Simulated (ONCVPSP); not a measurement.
**Mo: variants of one ONCV potential**

Base potential:

```
Element                 : Mo
Generator               : ONCVPSP 4.0.1
Type                    : optimised norm-conserving Vanderbilt (ONCV)
Functional              : Wu-Cohen
Relativity              : scalar-relativistic
Frozen core             : [Ar] 3d10 4s2
Valence charge          : 12
Reference configuration : 4p6 4d5 5s1
Partial waves           : 5s: rc 2.35 bohr, ncon 4, nbas 7, qcut 2.7 1/bohr, 2 projectors, debl 3 Ha; 4p: rc 1.35 bohr, ncon 3, nbas 6, qcut 5.6 1/bohr, 2 projectors, debl 2.5 Ha; 4d: rc 2.25 bohr, ncon 4, nbas 8, qcut 5.5 1/bohr, 2 projectors, debl 0.7 Ha
Local potential         : polynomial inside 1.00 bohr (lpopt 5, dvloc0 0 Ha)
Core correction         : Teter function, parameters optimised by the program
```

All-electron outer shells of the reference configuration (Wu-Cohen, scalar-relativistic, ld1.x):

```json
{"shell": "4s", "level (eV)": "-64.33", "outermost node (bohr)": "0.51", "outermost maximum (bohr)": "0.99"}
{"shell": "4p", "level (eV)": "-38.46", "outermost node (bohr)": "0.52", "outermost maximum (bohr)": "1.06"}
{"shell": "5s", "level (eV)": "-4.12", "outermost node (bohr)": "1.34", "outermost maximum (bohr)": "2.93"}
{"shell": "4d", "level (eV)": "-3.76", "outermost node (bohr)": "0.53", "outermost maximum (bohr)": "1.38"}
```

Cutoffs, loose and tight: the cutoffs (Ha) at which the residual kinetic energy of the hardest occupied pseudo-wave falls to 1 and 0.1 mHa per electron. They do not see the model core or the augmentation charge, which bear on the density cutoff. Test errors are all-electron minus pseudo excitation energies from the reference, over the configurations 4p6 4d5 5s0; 4p6 4d4 5s0; 4p6 4d3 5s0; 4p6 4d4 5s1 5p1. A dash means not determined; rows that change the core or the reference have their own tests.

A true bound ghost makes a file unfit for plane-wave use even where its test errors are small: the radial tests pick states by their node count and pass the ghost by.

| change | outcome | cutoff, loose | cutoff, tight | bound ghosts | GHOST(+) flags above zero | largest test error (meV) |
| --- | --- | --- | --- | --- | --- | --- |
| base | generated | 30 Ha | 68 Ha | s | s | +68 |
| all radii but the core radius scaled by about 0.80 (s 1.88, p 1.08, d 1.80 bohr); local potential polynomial inside 0.80 bohr (lpopt 5, dvloc0 0 Ha) | failed: optimize: ERROR ps0norm > uunorm, code will stop | – | – | – | – | – |
| all radii but the core radius scaled by about 0.87 (s 2.06, p 1.18, d 1.96 bohr); local potential polynomial inside 0.88 bohr (lpopt 5, dvloc0 0 Ha) | failed: optimize: ERROR ps0norm > uunorm, code will stop | – | – | – | – | – |
| all radii but the core radius scaled by about 0.94 (s 2.20, p 1.26, d 2.12 bohr); local potential polynomial inside 0.94 bohr (lpopt 5, dvloc0 0 Ha) | failed: optimize: ERROR ps0norm > uunorm, code will stop | – | – | – | – | – |
| all radii but the core radius scaled by about 1.17 (s 2.74, p 1.58, d 2.62 bohr); local potential polynomial inside 1.16 bohr (lpopt 5, dvloc0 0 Ha) | failed: ERROR pspot: first pseudo wave function has node, program will stop | – | – | – | – | – |
| all radii but the core radius scaled by about 1.26 (s 2.96, p 1.70, d 2.82 bohr); local potential polynomial inside 1.26 bohr (lpopt 5, dvloc0 0 Ha) | failed: ERROR pspot: first pseudo wave function has node, program will stop | – | – | – | – | – |
| all radii but the core radius scaled by about 1.30 (s 3.06, p 1.76, d 2.92 bohr); local potential polynomial inside 1.30 bohr (lpopt 5, dvloc0 0 Ha) | failed: ERROR pspot: first pseudo wave function has node, program will stop | – | – | – | – | – |

(1) What comes out with this change to the base: all radii but the core radius scaled by about 1.09 (s 2.56, p 1.46, d 2.44 bohr); local potential polynomial inside 1.08 bohr (lpopt 5, dvloc0 0 Ha)?

Results:

(1) outcome: generated; cutoff, loose: 12 Ha; cutoff, tight: 51 Ha; bound ghosts: s; GHOST(+) flags above zero: s; largest test error (meV): +108.

Reading the sweep of the scale of all radii but the core radius (base = 1) (base included, trends over the rows without a ghost): Bound ghosts are found at 1, 1.09. Every judged row has one, so this setting neither creates nor removes them. The generation fails at 0.8, 0.87, 0.94, 1.17, 1.26, 1.3.
